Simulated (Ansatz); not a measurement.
The cluster Si7O6. The state is a triplet with charge 0. Geometry r2SCAN-D4/def2-SVP, that of the charge +1 doublet; atoms count from 1.

```
atom   x (Å)   y (Å)   z (Å)
 Si1  -1.183   2.697   2.066
 Si2  -2.516   2.351  -1.002
 Si3  -0.665  -0.258  -1.168
 Si4   1.843  -0.171  -1.279
 Si5   1.974  -3.243  -0.644
 Si6   0.308   0.101   1.182
 Si7  -0.844  -1.924   0.612
  O8  -1.774   2.405   0.510
  O9   2.390  -1.734  -1.315
 O10  -1.693   0.941  -1.595
 O11   1.757   0.234   0.415
 O12   0.513  -2.740   0.070
 O13  -0.110   1.340   2.147
```

Another isomer (doublet) lies 0.08 eV lower at PBE0-D4/def2-SVP; other spin states weren't run for this one.

**Question.** Estimate the Mulliken populations from the PBE0/def2-SVP orbitals of Ansatz.

**Answer.** 
```tsv
atom	charge (e)	spin (α − β)
Si1	0.67	0.01
Si2	0.66	0.02
Si3	0.10	0.78
Si4	0.61	0.48
Si5	0.64	0.01
Si6	0.55	0.28
Si7	0.30	0.23
O8	-0.61	0.00
O9	-0.59	0.04
O10	-0.57	0.03
O11	-0.58	0.10
O12	-0.61	0.02
O13	-0.56	0.01
```
Mulliken values depend strongly on the basis.

**Question.** Where does the spin sit?

**Answer.** Summed by element: Si 1.81, O 0.19, of 2 unpaired in all. Largest on single atoms: Si3 0.78, Si4 0.48, Si6 0.28.

**Question.** And the Mayer bond orders between heavy atoms (over 0.3)?

**Answer.** Si1–O8 0.98 (1.69 Å); Si1–O13 0.94 (1.73 Å); Si2–O8 0.98 (1.68 Å); Si2–O10 0.95 (1.74 Å); Si3–Si4 0.70 (2.51 Å); Si3–Si6 0.60 (2.57 Å); Si3–Si7 0.66 (2.44 Å); Si3–O10 1.04 (1.64 Å); Si4–O9 1.01 (1.66 Å); Si4–O11 0.83 (1.74 Å); Si5–O9 0.98 (1.70 Å); Si5–O12 0.98 (1.70 Å); Si6–Si7 0.76 (2.40 Å); Si6–O11 1.09 (1.65 Å); Si6–O13 1.08 (1.63 Å); Si7–O12 0.89 (1.67 Å).
